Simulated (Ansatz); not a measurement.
C₂H₇AsSeSi (`CC(=[Se])[AsH][SiH3]`). Charge 0, multiplicity 1.

Z-matrix (Å, degrees):
```
C
C 1 1.488
H 1 1.090 2 111.6
H 1 1.096 2 110.7 3 122.4
H 1 1.096 2 109.4 3 -120.9
Se 2 1.767 1 123.3 3 4.7
As 2 1.941 1 116.7 3 -170.2
Si 7 2.362 2 96.9 1 -135.7
H 7 1.526 2 97.2 1 -38.7
H 8 1.483 7 111.1 2 34.2
H 8 1.480 7 109.0 2 -88.4
H 8 1.489 7 106.3 2 154.1
```

List the harmonic frequencies (cm⁻¹, unscaled) at PBE0-D4/def2-TZVP in Ansatz. (An estimate is asked.)

Computed: 35, 93, 135, 158, 175, 271, 364, 405, 455, 469, 553, 631, 754, 810, 873, 924, 937, 985, 1125, 1164, 1376, 1454, 1459, 2183, 2212, 2242, 2264, 3028, 3087, 3146.

Is this a minimum?

Yes, all 30 modes are real.

Give the ideal-gas thermochemistry at 298.15 K and 1 bar (rigid rotor, harmonic oscillator; point group C1, symmetry number 1).

Zero-point energy 202.0 kJ/mol; H(298) − E = 227.3 kJ/mol; entropy 401.0 J/(mol·K), of which translation 175.7, rotation 124.3, vibration 101.0; G(298) − E = 107.8 kJ/mol. Modes under 100 cm⁻¹ are hindered rotations or soft bends, so the harmonic entropy is rough.

And at 400, 500, 600, 800 and 1000 K?


```
T (K)  H − E (kJ/mol)  S (J/mol/K)  G − E (kJ/mol)
  400           241.8        442.6            64.8
  500           258.1        478.9            18.7
  600           276.0        511.6           -30.9
  800           315.9        568.7          -139.1
 1000           359.6        617.4          -257.8
```

Rotational constants (cm⁻¹)?

0.06914, 0.03356, 0.02497.
